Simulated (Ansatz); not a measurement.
C2H7BOSi can be A, `CC1([SiH3])BO1`, or B, `B[SiH2]/C=C/O`.

Computed with Ansatz on PBE0-D4/def2-TZVP structures; ΔE is electronic, products minus reactants. CCSD(T)/CBS adds triple-zeta CCSD(T) − MP2 to the extrapolated MP2 energy (def2 sets, frozen cores). Functionals use def2-TZVPP. B3LYP here is the variant with VWN-RPA as its local correlation; programs differ in this. One conformer a species, not always the lowest.

Q: Which is lower in electronic energy at CCSD(T)/CBS, and by how much? (Estimate.)

A: The calculation gave: A, by 30.4 kcal/mol.

Q: Give E(B) − E(A) in kcal/mol with B3LYP, CCSD/def2-TZVPP, MP2/def2-TZVPP, ωB97M-V, PBE0-D4, HF/def2-TZVPP, CCSD(T)/def2-TZVPP. (Best estimate.)

A: Ansatz gave: B3LYP 30.8, CCSD/def2-TZVPP 32.1, MP2/def2-TZVPP 29.8, ωB97M-V 29.9, PBE0-D4 25.4, HF/def2-TZVPP 39.2, CCSD(T)/def2-TZVPP 30.3. None reverses the order clearly.

Largest T1 diagnostic: 0.015.

In def2-TZVPP, CCSD(T) changes the Hartree–Fock value by −8.9 kcal/mol (the triples alone add −1.8 kcal/mol) and MP2 by −9.4 kcal/mol. From PBE to PBE0 (25 % exact exchange), in def2-TZVPP and without D4, E(B) − E(A) moves by +1.5 kcal/mol.
